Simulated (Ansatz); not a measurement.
`[F][Al]([O][SiH3])[O][SiH3]` → `[OH][Al]([F])[O][SiH3]` + `[SiH2]`  (silylene loss)

Isolated molecules relaxed with PBE0-D4/def2-TZVP in Ansatz; ΔE leaves out vibrations. CBS: MP2 limit from def2 TZ/QZ plus the TZ coupled-cluster correction, frozen cores. This one scheme is used for every species. Functionals use def2-TZVPP. B3LYP here is the variant with VWN-RPA as its local correlation; programs differ in this. One conformer a species, not always the lowest.

```csv
level,ΔE (kcal/mol),difference from CCSD(T)/CBS
revPBE-D4,77.6,-4.5
r2SCAN-D4,86.4,4.3
B97M-V,81.4,-0.7
PBE0-D4,82.8,0.7
r2SCAN0-D4,87.5,5.4
BHLYP-D4,86.2,4.1
CAM-B3LYP-D4,84.4,2.3
B2PLYP,82.0,-0.1
PBE-QIDH,85.8,3.7
B3LYP,79.1,-3.0
MP2/def2-SVP,83.5,1.4
CCSD(T)/def2-SVP,78.3,-3.8
MP2/def2-TZVPP,85.6,3.5
SCS-MP2/def2-TZVPP,84.0,1.9
HF/CBS(def2),84.5,2.4
MP2/CBS(def2),87.0,4.9
CCSD(T)/CBS,82.1,0
```

Largest T1 diagnostic among the species: 0.014.

Leaving LDA and LC-ωPBE aside and taking each functional with its dispersion term where it has one, the values spread over 9.9 kcal/mol, from revPBE-D4 to r2SCAN0-D4. LDA lies +7.7 kcal/mol from PBE without D4. From PBE to PBE0 (25 % exact exchange), in def2-TZVPP and without D4, ΔE moves by +3.9 kcal/mol.

CCSD(T)/CBS has its own doubt, a few kJ/mol and more with outer-core shells, so smaller differences from it don't rank the levels.
